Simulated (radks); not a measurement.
Question: Ti+, 21 electrons, occupied as [Ar] 3d1 4s2 (not the ground configuration). Calculated with a radial shooting solver on a logarithmic mesh with Libxc functionals: non-relativistic Kohn-Sham, PBE, spin-polarised, spherical densities, point nucleus; open shells are filled with parallel spins first. Some entries of the table are withheld. Estimate them.

orbital,occ.,eigenvalue (hartree),<r^2> (bohr^2)
1s down,1,-178.2303,0.006609
1s up,1,-178.2302,0.006609
2s up,1,-20.03584,0.1269
2s down,1,-20.02312,0.1268
2p up,3,-16.81711,0.1044
2p down,3,-16.80738,0.1043
3s up,1,-2.76642,(1)
3s down,1,-2.72794,(2)
3p up,3,-1.91112,1.335
3p down,3,-1.87332,1.340
3d up,1,-0.60744,2.285
3d down,0,-0.57337,2.372
4s up,1,-0.44066,10.21
4s down,1,-0.43122,10.47

Answer: 
(1) 3s up <r^2> (bohr^2): 1.157
(2) 3s down <r^2> (bohr^2): 1.159
